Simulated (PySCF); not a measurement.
# Computed properties of GaH2, SMILES [GaH2+], charge +1

GaH2, SMILES [GaH2+], charge +1. Geometry: B3LYP-D3(BJ)/def2-TZVPD. The spin state was assumed, not searched. The isomer is the one that the SMILES or the coordinates give; other isomers of the formula were not compared. The values are those of a single conformer. All values are computed for the isolated molecule unless a solvent is named; none is compared with measurement here.

**Structure.** The optimised structure has D∞h symmetry. All 4 harmonic modes at B3LYP-D3(BJ)/def2-TZVPD (PySCF) are real, so it is a minimum.

**Vibrations.** The strongest infrared lines (harmonic, unscaled, degenerate partners summed) lie at 672 cm⁻¹ (61 km/mol, H 97 %). The softest mode is at 672 cm⁻¹ and the zero-point energy is 8.0 kcal/mol.

**Electronic structure.** B3LYP/def2-TZVPD (PySCF) places the frontier levels at -16.45 and -8.68 eV, a gap of 7.77 eV and a mean polarisability of 19.9 bohr³. PBE/def2-TZVPD (PySCF) at the same geometry gives -15.40 and -9.23 eV, so its gap is 1.60 eV narrower. An orbital gap is neither the optical nor the fundamental gap.

**Excitations.** TDA-M06-2X/def2-TZVPD (PySCF) has S1 at 6.42 eV (193 nm, f = 0.000, dark); the most intense of the 10 singlets computed lies at 10.30 eV (f = 1.37). Strengths of degenerate partners are summed. T1 (TDA) is at 5.81 eV, 0.61 eV under S1. TDA-PBE/def2-TZVPD (PySCF) puts S1 at 6.39 eV. No vertical singlet excitation falls in the visible range (under 3.1 eV).

**NMR.** GIAO shifts at HF/pcSseg-2 (PySCF) (non-relativistic, atoms alike by connectivity averaged): ¹H at 6.8 ppm against TMS.
